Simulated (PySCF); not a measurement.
C3H7BO2. Atoms are numbered in the order given.

```xyz
13

O      2.2405     0.9623     0.1623
B      1.0140     0.4277    -0.0053
C     -0.4332     1.0596     0.0947
C     -0.9028    -0.4133     0.3256
O     -2.0339    -0.8619    -0.3818
C      0.4209    -1.0340    -0.1917
H      2.9501     0.3085     0.1036
H     -0.7024     1.8230     0.8400
H     -0.7771     1.3894    -0.9025
H     -1.0081    -0.6061     1.4129
H     -2.7918    -0.3354    -0.0942
H      0.2906    -1.2644    -1.2647
H      0.8067    -1.9312     0.3157
```
Charge 0, spin multiplicity 1.

Coordinates come from a B3LYP-D3(BJ)/def2-SVP optimisation. This is a generated structure with no PubChem entry under its InChIKey; it may be hypothetical. The values are those of a single conformer.

Calculation: PySCF with M06-2X/def2-TZVP.

The molecule is in vacuum.

Computed frontier levels, gap, dipole moment and polarisability:
The highest occupied level is -9.02 eV, the lowest empty level is 1.15 eV and the orbital gap is 10.17 eV. The dipole moment comes out as 0.99 D, the quadrupole, principal values (traceless, Buckingham form, about the centre of nuclear charge) is -13.57, -0.16, 13.73 D·Å and the mean static polarisability comes out as 54.5 bohr³ (8.08 Å³). The polarisability, principal values is 45.6, 55.2, 62.8 bohr³.
